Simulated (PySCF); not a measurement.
# Polarisability and C₆ of W⁺ (tungsten, charge +1)

[Xe] 4f14 5d3 6s2, high-spin 4F determinant (an excited configuration). Computed with PySCF 2.14 in aug-cc-pVTZ-PP with one added diffuse shell each of s, p, d, f, g type with ECP60MDF (7s7p6d4f3g, 113 functions), with scalar relativity through the core potential. Coupled (time-dependent) response in atomic units; α is the mean over directions.

```csv
method,mean α (bohr³),C₆ (like pair),S(−4)
r2SCANh,43.99,444.5,666.2
```

S(−4) is the Cauchy moment in α(ω) = α(0) + S(−4) ω² + …

Spin-orbit coupling is absent.

α(iu) at r2SCANh:

| u (hartree) | α(iu) (bohr³) |
| --- | --- |
| 0 | 43.99 |
| 0.0500 | 42.41 |
| 0.100 | 38.49 |
| 0.200 | 28.98 |
| 0.300 | 21.40 |
| 0.500 | 12.82 |
| 0.750 | 8.040 |
| 1.00 | 5.666 |
| 1.50 | 3.359 |
| 2.00 | 2.249 |
| 3.00 | 1.209 |
| 5.00 | 0.5048 |

A single London oscillator, α(iu) = α/(1 + u²/ω²), gives C₆ = (3/4) ω α². Matching the computed C₆ needs ω = 4 × 444.5 / (3 × 43.99²) = 0.306 hartree.

For an ion, C₆ is the dispersion term alone; charge-induced terms of lower order in 1/R come first.

Energies and moments cover only the electrons outside the core potential. Spin-orbit coupling, absent here, splits the open shell strongly.
